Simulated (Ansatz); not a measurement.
Isolated molecules relaxed with PBE0-D4/def2-TZVP in Ansatz; ΔE leaves out vibrations. CBS: MP2 limit from def2 TZ/QZ plus the TZ coupled-cluster correction, frozen cores. This one scheme is used for every species. DFT in def2-TZVPP. def2 core potentials past Kr. For Zr outer-core shells are correlated without core-valence functions, which leaves a few kJ/mol of doubt a bond. Each species was taken in one conformer, which may not be the lowest.

Consider the ligand exchange at a Zr–C bond: `C#[C][Zr]([Cl])([Cl])[O]C` + CH₃NH₂ → `C[NH][Zr]([Cl])([Cl])[O]C` + acetylene.

`C#[C][Zr]([Cl])([Cl])[O]C`:

Cartesian coordinates in Å:
```
C 0.801 1.965 -2.523
C 0.119 1.294 -1.773
Zr -1.146 0.107 -0.460
Cl -2.742 1.486 0.569
Cl -2.134 -1.642 -1.672
O -0.010 -0.606 0.843
C 0.772 -1.176 1.850
H 1.397 2.554 -3.184
H 0.694 -2.266 1.810
H 1.817 -0.887 1.711
H 0.432 -0.828 2.829
```

CH₃NH₂:

Z-matrix (Å, degrees):
```
C
N 1 1.453
H 1 1.092 2 109.4
H 1 1.100 2 115.4 3 -121.6
H 1 1.092 2 109.4 3 116.8
H 2 1.012 1 110.6 3 62.6
H 2 1.012 1 110.6 3 -179.3
```

`C[NH][Zr]([Cl])([Cl])[O]C`:

```xyz
14

C    -0.394   -0.613    2.125
N    -0.980   -1.145    0.913
Zr   -0.725   -0.700   -1.023
Cl    0.055   -2.631   -2.159
Cl   -2.803   -0.004   -1.931
O     0.551    0.690   -1.044
C     1.469    1.711   -1.291
H    -1.151   -0.182    2.790
H     0.315    0.179    1.877
H     0.152   -1.380    2.686
H    -1.643   -1.885    1.122
H     2.307    1.332   -1.882
H     0.990    2.528   -1.837
H     1.855    2.100   -0.344
```

`C#C`:

```xyz
4

C    -0.547   -0.073   -0.232
C     0.547    0.073    0.232
H    -1.519   -0.204   -0.646
H     1.519    0.204    0.646
```

CCSD(T)/CBS gives -0.47 eV.

(1) Another level gave -0.48 eV. Which?
A. r2SCAN/def2-TZVPP
B. B97M-V/def2-TZVPP
C. LDA (SPW92)/def2-TZVPP
D. ωB97X-V/def2-TZVPP

Largest T1 diagnostic among the species: 0.016.

## Answers

(1) D. ωB97X-V -0.48, B97M-V -0.38, r2SCAN -0.43, LDA (SPW92) -0.54 eV.

In def2-TZVPP, CCSD(T) changes the Hartree–Fock value by −0.08 eV (the triples alone add +0.00 eV) and MP2 by −0.09 eV. The D4 term adds −0.05 eV with B3LYP and −0.03 eV with PBE0; it sums over pairs of atoms, weighted by their polarisabilities, and B3LYP, whose exchange is more repulsive, gets the larger term.

B3LYP here is the variant with VWN-RPA as its local correlation; programs differ in this.
